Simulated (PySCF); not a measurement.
Computed shifts of a molecule C₃H₈O₂Si, PySCF with PBE/pcSseg-1, GIAO, gas phase, equivalent atoms averaged, in ppm (number of nuclei): ¹³C: 217.0 (1), 37.5 (1), 37.4 (1). ²⁹Si: -20.3 (1). ¹H: 5.51 (1), 5.40 (1), 3.82 (1), 2.60 (3), 2.52 (2). References: ¹³C against TMS (σ = 182.0 ppm); ¹⁷O against H2O (σ = 334.3 ppm); ²⁹Si against TMS (σ = 335.4 ppm); ¹H against TMS (σ = 31.49 ppm), references at their B3LYP-D3(BJ)/def2-TZVP geometries, non-relativistic. Coordinates come from a r2SCAN-D4/def2-SVP optimisation. One conformer was computed; it need not be the lowest.

Problem. Pick the molecule that these values belong to.
A. C[Si@]1(O)CCO1
B. C=C(C)O[SiH2]O
C. CC(=O)C[SiH2]O
D. C=CO[Si@H](C)O

Solution. C, CC(=O)C[SiH2]O
